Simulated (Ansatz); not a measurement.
`C[NH][Sn]([Cl])([Cl])[Cl]`. Charge 0, multiplicity 1. Sn takes the def2 core potential. The structure was optimised at the PBE0-D4/def2-TZVP level. It is one conformer, not always the lowest.

```xyz
10

C     0.174   -0.149   -1.530
N    -0.228    0.715   -0.427
Sn   -0.015    0.046    1.437
Cl   -1.016   -1.996    1.862
Cl   -0.906    1.597    2.878
Cl    2.227   -0.238    1.850
H    -0.473   -1.020   -1.686
H     1.192   -0.508   -1.361
H     0.191    0.436   -2.453
H    -1.146    1.117   -0.571
```

Problem. What is the dipole moment at PBE/def2-TZVPP? (Estimate.)

Solution. The calculation gave: 2.87 D, with components (-0.80, 0.35, -2.74) D in this frame, pointing from negative to positive charge.

Problem. And with r2SCAN, B3LYP, ωB97M-V? (Best estimate.)

Solution. The calculation gave: r2SCAN 2.93 D, B3LYP 2.86 D, ωB97M-V 2.77 D.

Problem. Give the Mulliken charges with PBE, ωB97M-V, r2SCAN in def2-TZVPP. (An estimate is asked.)

Solution. The calculation gave: 
```json
{"atom": "C1", "PBE": "-0.21", "ωB97M-V": "-0.26", "r2SCAN": "-0.06"}
{"atom": "N2", "PBE": "-0.38", "ωB97M-V": "-0.41", "r2SCAN": "-0.44"}
{"atom": "Sn3", "PBE": "1.04", "ωB97M-V": "1.03", "r2SCAN": "1.14"}
{"atom": "Cl4", "PBE": "-0.31", "ωB97M-V": "-0.30", "r2SCAN": "-0.33"}
{"atom": "Cl5", "PBE": "-0.30", "ωB97M-V": "-0.28", "r2SCAN": "-0.32"}
{"atom": "Cl6", "PBE": "-0.30", "ωB97M-V": "-0.29", "r2SCAN": "-0.33"}
{"atom": "H7", "PBE": "0.11", "ωB97M-V": "0.13", "r2SCAN": "0.07"}
{"atom": "H8", "PBE": "0.11", "ωB97M-V": "0.12", "r2SCAN": "0.07"}
{"atom": "H9", "PBE": "0.10", "ωB97M-V": "0.12", "r2SCAN": "0.06"}
{"atom": "H10", "PBE": "0.15", "ωB97M-V": "0.11", "r2SCAN": "0.14"}
```

B3LYP here is the variant with VWN-RPA as its local correlation; programs differ in this.

Computed with Ansatz.
